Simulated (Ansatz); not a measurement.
Job for Ansatz (a quantum-chemistry and plane-wave program): R-BLYP/def2-TZVPP on CH5BO (SMILES BOC), a point of a torsion scan.

Ansatz 0.2 input:
```yaml
crystal:
  periodic: [false, false, false]
  atoms:
    - {symbol: B, position_ang: [1.33526404, -0.09362243, 0.23968043]}
    - {symbol: O, position_ang: [0.13611816, 0.29685682, 0.63082354]}
    - {symbol: C, position_ang: [-1.04770497, 0.11169671, -0.10184599]}
    - {symbol: H, position_ang: [1.51811223, -0.64712782, -0.78926369]}
    - {symbol: H, position_ang: [2.20919154, 0.14615149, 0.98169356]}
    - {symbol: H, position_ang: [-0.86367249, -0.40132677, -1.05005193]}
    - {symbol: H, position_ang: [-1.74345870, -0.47727298, 0.50070945]}
    - {symbol: H, position_ang: [-1.49386093, 1.08967836, -0.29888885]}
basis:
  gaussian:
    orbitals: def2-TZVPP
hamiltonian:
  xc: {name: BLYP}
scf: {lower_state_search: off}
```

The head of its log:

```
WARN ansatz: RAYON_NUM_THREADS=1 ignored (pool sized by the plan → 1); use --threads N
Functional definition: BLYP
these checks for a lower state are left out or cut short: stability, starts, cluster_reference, orbital_swaps, neighbouring_geometries, increment
integrals: 0.05 GiB planned
795 factors; their error is unknown
mean field: 0.50 GiB planned
mean field evaluation 1: about -3834.7753 eV, gradient 6.0e1 eV
mean field evaluation 2: about -3811.5250 eV, gradient 1.2e2 eV
```

**Question.** Give the final energy of this run.

**Answer.** -141.2092 hartree.
